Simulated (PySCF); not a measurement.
C2H3N3, singlet, geometry from GFN2-xTB. Base run: SCAN/6-31G* run with PySCF.

PySCF was given this input:
```python
from pyscf import gto, scf, dft

mol = gto.M(
    atom='''
C     1.11923740   -0.03272439   -0.00697492
N     0.42204774    1.12248960    0.01417623
C    -0.82487582    0.72748791    0.01555713
N    -0.87641108   -0.61852814   -0.00407798
N     0.36888823   -1.10715438   -0.01853564
H     2.18839575   -0.06992044   -0.01372567
H    -1.68578985    1.36316596    0.02996358
H    -1.67044963   -1.23947616   -0.00866946
''',
    basis='6-31g*',
    verbose=4,
)

mf = dft.RKS(mol)
mf.xc = 'scan'
mf.kernel()
```

The base run was repeated with changes; each row names its change, and settings that it needs were set with it.

| change | ΔE vs base (mEh) | grid points | electrons on the grid |
|---|---|---|---|
| base | 0.000 | 99368 | 35.99999 |
| grids.radi_method = gauss_chebyshev | -0.461 | 97176 | 35.99999 |
| grids.atom_grid = (99, 590) | 3.040 | 254104 | 36.00000 |
| grids.atom_grid = (75, 302) | 0.001 | 114456 | 35.99999 |
| grids.level = 7 | 2.364 | 578216 | 36.00000 |
| grids.level = 1 | -9.752 | 33136 | 36.00002 |
| grids.atom_grid = (30, 110) | 20.546 | 19656 | 35.99980 |
| grids.radi_method = delley | 2.722 | 105672 | 35.99999 |
| grids.becke_scheme = stratmann | -0.003 | 99368 | 35.99999 |
| grids.prune = off | 0.001 | 158552 | 35.99999 |
| grids.level = 4 | 2.720 | 187968 | 36.00000 |
